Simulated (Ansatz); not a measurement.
`[Cl][Zn][Br]` + H–F → `[F][Zn][Cl]` + HBr at 400 K and 1 bar (ligand exchange at a Zn–Br bond).

Program: Ansatz. Geometries: PBE0-D4/def2-TZVP. ΔE: electronic, gas phase. CBS: MP2 limit from def2 TZ/QZ plus the TZ coupled-cluster correction, frozen cores. This one scheme is used for every species. For Br, Zn outer-core shells are correlated without core-valence functions, which leaves a few kJ/mol of doubt a bond. Scalar relativity is left out up to krypton.

```tsv
species	CCSD(T)/CBS energy (Eh)	H − E (kJ/mol)	S (J/(mol·K))
`[Cl][Zn][Br]`	-4811.59312	26.0	311.5
H–F	-100.39570	36.5	182.2
`[F][Zn][Cl]`	-2338.03728	27.3	287.2
HBr	-2573.91920	27.6	207.2
```

H − E and S are ideal-gas, rigid-rotor, harmonic terms from PBE0-D4/def2-TZVP. 1 Eh = 2625.50 kJ/mol, R = 8.31446 J/(mol·K).

Q: By hand: ΔE, ΔH, ΔS and ΔG.

A: ΔE = (-2338.03728) + (-2573.91920) − (-4811.59312) − (-100.39570) = 0.03234 Eh = 84.9 kJ/mol. Δ(H − E) = 27.3 + 27.6 − 26.0 − 36.5 = -7.6, so ΔH = 77.3 kJ/mol. ΔS = 287.2 + 207.2 − 311.5 − 182.2 = 0.7 J/(mol·K). ΔG = 77.3 − 400 × (0.7)/1000 = 77.0 kJ/mol.

Q: By hand: the equilibrium constant, and the temperature at which ΔG would vanish if ΔH and ΔS stayed fixed.

A: log₁₀ K = −ΔG/(RT ln 10) = -10.1. ΔG = 0 at ΔH/ΔS = 110429 K, far beyond where these terms or the molecules hold.

The number of gas molecules stays the same, so ΔS is small and ΔH decides. A doubt of 5 kJ/mol in ΔE shifts log₁₀ K by 0.7 here. These are equilibria of isolated gas molecules and say nothing of rates. Largest T1 diagnostic: 0.016 (customary marks: 0.02 for closed shells, 0.045 for open ones).
